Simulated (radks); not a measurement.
Q: The mean radii <r> (bohr) of the occupied orbitals of an atom or ion are listed with their occupations. Calculated with a radial shooting solver on a logarithmic mesh with Libxc functionals: scalar-relativistic Kohn-Sham, BP86, spin-polarised, spherical densities, finite nucleus; Fermi nuclear charge, rms radius of each element as measured or else 0.836 A^(1/3) + 0.57 fm.

orbital  occ.      <r>
1s up       1  0.02112
1s down     1  0.02112
2s up       1  0.08977
2s down     1  0.08977
2p up       3  0.07945
2p down     3  0.07944
3s up       1   0.2346
3s down     1   0.2345
3p up       3   0.2335
3p down     3   0.2333
3d up       5   0.2122
3d down     5   0.2120
4s up       1   0.5296
4s down     1   0.5296
4p up       3   0.5610
4p down     3   0.5609
4d up       5   0.6078
4d down     5   0.6077
5s up       1    1.244
5s down     1    1.253
5p up       3    1.416
5p down     1    1.434
4f up       7   0.7779
4f down     2   0.7852
6p up       2    3.251

Name the element and its charge. Open shells, if any, are filled with parallel spins first.

A: Z = 66, dysprosium, charge +3: Dy3+ in [Kr] 4d10 4f9 5s2 5p4 6p2. The 1s radius gives Z: for a bare nucleus <r> = (2 gamma + 1)/(2Z) with gamma = sqrt(1 - (Z/c)^2), 0.02085 bohr for Z = 66, and screening makes it slightly larger (0.02112 here). The occupations add up to 63, and the charge is Z minus that.
